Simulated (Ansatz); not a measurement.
## Ansatz (development build ahead of 0.2.0) run

```yaml
crystal:
  periodic: [false, false, false]
  atoms:
    - { symbol: Sc, position_ang: [-0.0221, 0.03885, -0.47437] }
    - { symbol: O, position_ang: [-0.03639, -0.0078, 1.15303] }
basis:
  gaussian: { orbitals: cc-pVDZ }
magnetization:
  spin_polarized: true
  initial_magnetization: 1
hamiltonian:
  xc: hf
correlation:
  method: mp2
  frozen_orbitals: { O: 1, Sc: 5 }
```

The input is written out in the form of the current development build from the run's settings.

Output:

| Property | Result |
| --- | --- |
| Converged | yes |
| Reference energy | -834.64179 hartree |
| Correlation energy | -0.43562 hartree |
| Total energy | -835.07741 hartree |
| Spin squared of the determinant | 0.755 |
